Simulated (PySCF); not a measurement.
Isomers of C3H13NSSi3, one GFN2-xTB conformer each. Single-point energies are computed at PBE0/pcSseg-1 (PySCF, gas phase, no added dispersion term), electronic only.

```csv
SMILES,GFN2-xTB relative energy (kcal/mol)
C=C(C)[Si@H](S)N([SiH3])[SiH3],0.0
C=C(S[SiH3])[Si@H](C)[SiH2]N,48.8
```

Conformers: `[CH2:1]=[C:2]([CH3:3])[Si@H:4]([SH:5])[N:6]([SiH3:7])[SiH3:8]` with C1–C2–Si4–S5 -117°, C2–Si4–S5–H 175°, C2–Si4–N6–Si7 143°; `[CH2:1]=[C:2]([S:3][SiH3:4])[Si@H:5]([CH3:6])[SiH2:7][NH2:8]` with C1–C2–S3–Si4 -11°, C1–C2–Si5–C6 19°, C2–Si5–Si7–N8 129°, Si5–Si7–N8–H -175° and 47°.

Task: What does PBE0/pcSseg-1 give for the same structures?

Result: 
```
                        SMILES  PBE0/pcSseg-1 E (Eh)  PBE0/pcSseg-1 (kcal/mol)  GFN2-xTB (kcal/mol)  point group
C=C(C)[Si@H](S)N([SiH3])[SiH3]           -1442.83741                       0.0                  0.0           C1
  C=C(S[SiH3])[Si@H](C)[SiH2]N           -1442.79307                      27.8                 48.8           C1
```

Both levels put the same isomer lowest. As drawn, the lower has an S–H bond, which the higher lacks; the higher has an N–H bond and an Si–Si bond, which the lower lacks.

Task: Which frontier levels, dipoles and rotational constants go with these structures?

Result: 
```
                        SMILES  HOMO (eV, PBE0/pcSseg-1)  LUMO (eV)  dipole (D)       A, B, C (MHz)
C=C(C)[Si@H](S)N([SiH3])[SiH3]                     -7.35      -0.53        1.44  1112, 876.7, 572.9
  C=C(S[SiH3])[Si@H](C)[SiH2]N                     -6.56      -0.53        1.55  1847, 471.1, 413.9
```
